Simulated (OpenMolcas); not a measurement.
# Pb: from CASSCF to CASPT2

```
Program             : OpenMolcas 26.06
Basis               : ANO-RCC-VQZP [9s8p6d4f3g]
Scalar Hamiltonian  : DKH2, point nucleus
Active space        : 2 electrons in 3 orbitals (6p)
State averaging     : 2S+1 = 3 even, 3 roots; 2S+1 = 1 even, 6 roots
Spin-orbit coupling : state interaction with AMFI integrals over the reference wave functions, term energies averaged over their components
```

Methods on the same reference wave functions:
A. CASSCF
B. SS-CASPT2, IPEA 0.25 Eh, imaginary shift 0.1 Eh (closed shells correlated: 5d 6s)

Energies in cm⁻¹ above 6s² 6p² ³P₀, the measured ground level; measured values from NIST Handbook of Basic Atomic Spectroscopic Data.

```json
{"Level": "6s² 6p² ³P₀", "A": "0.0", "B": "0.0", "Measured": "0.0"}
{"Level": "6s² 6p² ³P₁", "A": "6202", "B": "6740", "Measured": "7819"}
{"Level": "6s² 6p² ³P₂ [60 %]", "A": "9826", "B": "9600", "Measured": "10650"}
{"Level": "6s² 6p² ¹D₂ [60 %]", "A": "19774", "B": "18830", "Measured": "21458"}
{"Level": "6s² 6p² ¹S₀", "A": "30667", "B": "26910", "Measured": "29467"}
```

Deviations, from unrounded energies. A percentage is the sum of absolute deviations over the sum of measured energies, with the sign that they share, or ± where signs differ.

```csv
Against measurement,Levels,A,B
mean absolute deviation (cm-1),4,1300,1800
fine structure of the ground term (%),2,-13.2,-11.5
other terms of the ground configuration (%),2,±5.7,-10.2
```

A lies closest to measurement on these levels. The largest miss of A in the table is 6s² 6p² ¹D₂ [60 %], by -1700 cm-1. The ranking rests on the paired levels alone, and a cruder setting can come out closer through cancelling errors.

From A to B the spin-free energies of the other terms of 6s² 6p² shown, above ³P, scale by factors of 0.70 to 0.74.

The lowest spin-free term lies below A's lowest term by 0.477 hartree in B.

CASPT2 does not keep the components of a term degenerate, so their means are used; among the terms shown or strongly mixed into the levels shown the widest spread is 130 cm-1 (6s² 6p² ¹D, B). Spin-orbit splittings of 6p shells tend to come out small when the coupling is added on scalar orbitals. With the s shell closed, the reference lacks s² → p² mixing. Measured partners are found by configuration, term and J. A level has none where our copy of the source lacks it or the pairing is in doubt (some pairs that miss far off the trend of their configuration count as doubtful), and it then counts in no deviation. Where the source uses jj or jK labels, the order within each J decides. Levels of configurations outside the active space are missing.

A share in square brackets marks a mixed level and gives the weight of the term that names it, the lowest over the columns.
